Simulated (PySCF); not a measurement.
# Unknown compound

Molecular formula: C₅H₈ClF₃Si. Simulated spectra:

¹H NMR (300 MHz, computed): δ 4.80 (m, 1H), 4.68 (m, 1H), 4.24 (m, 1H), 2.71 (m, 1H), 2.39 (m, 1H), 2.03 (m, 1H), 1.57 (m, 1H), 1.34 (m, 1H).

¹³C{¹H} NMR (computed): δ 134.4 (C), 71.6 (CH), 30.9 (CH), 27.8 (CH2), 7.3 (CH2).

How the numbers were obtained: GIAO PBE0/pcSseg-1 shieldings, GFN2-xTB geometry, in PySCF 2.14 (one computed conformer, one averaged value for each set of equivalent atoms, isolated molecule, non-relativistic).

Chemical shifts δ = σref − σ; TMS for ¹H (31.72 ppm) and ¹³C (186.93 ppm), all at this level.

Which candidate is it?
A. FC(F)(F)[C@@H](Cl)[C@@H]1CC[SiH2]1
B. C/C(=C\Cl)[C@@H]([SiH3])C(F)(F)F
C. C=C[SiH2][C@](C)(Cl)C(F)(F)F

Answers

A. 

- Rings plus π bonds: 1 (1 ring in the answer).
- 5 carbon signals for 5 carbons: no two carbons are equivalent.
- Carbon types of the structure: 1 × C, 2 × CH, 2 × CH2, leaving 2 H on heteroatoms.
- δC 134.4: CF3 carbon; 3 electronegative neighbours deshield it.
- δC 71.6: sp3 CH bonded to Cl; the inductive effect lowers its shielding.
- δC 27.8: sp3 CH2 in a ring; a saturated carbon with 2 carbon neighbours and no heteroatom attached.
- δC 7.3: sp3 CH2 bonded to Si; an electropositive neighbour leaves it electron-rich and shielded.
- δH 4.24: hydrogen on an sp3 CH bonded to Cl; its carbon carries Cl, hence the downfield position.

The others: C/C(=C\Cl)[C@@H]([SiH3])C(F)(F)F would give 4 signals for carbon-bound and other non-exchanging H, not 8; C=C[SiH2][C@](C)(Cl)C(F)(F)F would give 6 signals for carbon-bound and other non-exchanging H, not 8.

Carbons that carry Cl, above all several Cl atoms, come out too deshielded, partly because spin–orbit coupling is missing. Splittings by ¹⁹F in the carbon and heteronuclear signals aren't shown, as no couplings were computed. Shifts are as computed. Against solution values, carbons near 30 ppm lie about +3 ppm off and those near 130 ppm about +5 ppm; carbons on Cl a further +6 ppm. Of 1309 compounds with measured shifts, 239 miss one by over three times the rms of a fit or turn the order of signals round; such compounds aren't used in these exercises. No couplings were computed; multiplicities are counted from neighbouring protons, with m where these are inequivalent, close in shift, in a saturated or five-membered ring or joined by F or P, and br s for small geminal =CH2 splittings.
